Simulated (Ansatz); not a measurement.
Geometry optimisation, RKS BHLYP-D4/def2-SVP (Ansatz 0.2.0).

The input (input.yaml):

```yaml
crystal:
  periodic: [false, false, false]
  atoms:
    - { symbol: Al, position_ang: [0.0, 0.0, 0.0] }
    - { symbol: H, position_ang: [0.0, 0.0, 1.91] }
    - { symbol: F, position_ang: [1.4635, 0.0, -0.845] }
    - { symbol: F, position_ang: [-1.4635, 0.0, -0.845] }
    - { symbol: F, position_ang: [0.0832, -1.8866, 0.6275] }
    - { symbol: H, position_ang: [0.0446, -1.0119, 1.7645] }
basis:
  gaussian: { orbitals: def2-SVP }
hamiltonian:
  xc: { name: BHLYP }
  dispersion: d4
relax:
  f_tol: 0.15
  max_steps: 25
  restrain:
    - { distance: [0, 4], at: 1.69, k: 30.0 }
    - { distance: [5, 1], at: 0.66, k: 30.0 }
    - { distance: [0, 1], at: 2.76, k: 30.0 }
    - { distance: [5, 4], at: 2.12, k: 30.0 }
output:
  orbitals: {}
```

Launched with:

```bash
$ ansatz run input.yaml --threads 1 --pin off --max-ram 2048MiB --backend cpu --events-out ev --progress --plain --runs-dir out
```

Q: Where does it end, and by what steps?

A: The run converged. The restraints hold the end off the free minimum; the threshold counts their pulls, which the force column leaves out. Restrained pairs: Al1–F5 (1.99 → 1.66 Å), H2–H6 (1.02 → 0.72 Å), Al1–H2 (1.91 → 2.75 Å), F5–H6 (1.44 → 2.13 Å). After 7 steps the energy has fallen by 2.271 eV (the restraints' own energy left out); Al1 moved furthest, 0.67 Å.

```
step  energy less start (eV)  largest force component (eV/Å)  accepted
   0                  0.0000                           4.880       yes
   1                 -0.7779                           5.712       yes
   2                 -1.6457                           4.300       yes
   3                 -2.0926                           2.201       yes
   4                 -2.1029                           2.099       yes
   5                 -2.1968                           1.768       yes
   6                 -2.2546                           1.319       yes
   7                 -2.2714                           1.527       yes
```

```xyz
6
Properties=species:S:1:pos:R:3
Al 0.021 -0.528 -0.409
H 0.011 -0.028 2.299
F 1.423 0.197 -0.824
F -1.406 0.155 -0.805
F 0.053 -2.011 0.344
H 0.026 -0.683 2.007
```

The run took 19 s on 1 thread of Arm Neoverse V2, on a shared host, peak memory 0.12 GiB.
